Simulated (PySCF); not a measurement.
A structure optimised at PBE0-D3(BJ)/def2-SVP (Å):
```
atom  x, y, z in Å
Cl1    3.3775   -0.5427    1.4904
B2     2.0903    0.4561    0.8209
C3     0.7970   -0.1795    0.3507
C4    -0.5229    0.4975    0.0693
C5    -0.3974   -0.3411    1.2801
C6     0.2246   -1.5360    0.6665
H7     2.2727    1.6486    0.7925
H8    -1.1185    0.1095   -0.7690
H9    -0.5688    1.5837    0.1982
H10   -0.4524   -0.0528    2.3298
H11   -0.3265   -2.0510   -0.1331
H12    0.8256   -2.1893    1.3069
```

Neutral, closed shell.

**Question.** Read off the bonds between heavy atoms and their formal orders.

**Answer.** Cl1–B2 1.76 Å (single); B2–C3 1.52 Å (single); C3–C4 1.51 Å (single); C4–C5 1.48 Å (single); C5–C6 1.48 Å (single); C3–C5 1.52 Å (single); C3–C6 1.51 Å (single). Bonds to hydrogen (Å): B2–H7 1.21; C4–H8 1.10; C4–H9 1.09; C5–H10 1.09; C6–H11 1.10; C6–H12 1.09.

**Question.** Give the structure as a SMILES string.

**Answer.** `ClB[C@]12C[C@H]1C2`, C4H6BCl. Among its features: three-coordinate boron and cyclopropane ring.

**Question.** What is the point group of this geometry?

**Answer.** C1 (no symmetry element, even within 0.4 Å).

**Question.** Which rings does it hold?

**Answer.** C3–C4–C5 (3 members); C3–C5–C6 (3 members).

**Question.** Classify the heavy atoms.

**Answer.** Cl1: chlorine bonded to B; B2: three-coordinate boron; C3: sp3 carbon bound to boron; C4/C6: three-membered-ring carbon; C5: sp3 carbon at a ring junction.

**Question.** What is the arrangement about B2?

**Answer.** It has 3 neighbours (Cl1, C3, H7) and is planar (angles 122.4°, 120.2° and 117.3°, sum 360.0°, 0.02 Å off the plane of its three neighbours).

**Question.** What is the arrangement about C3?

**Answer.** It has 4 neighbours (B2, C4, C5, C6) and has angles from 58.4° to 129.6°.

All values are computed, not measured.
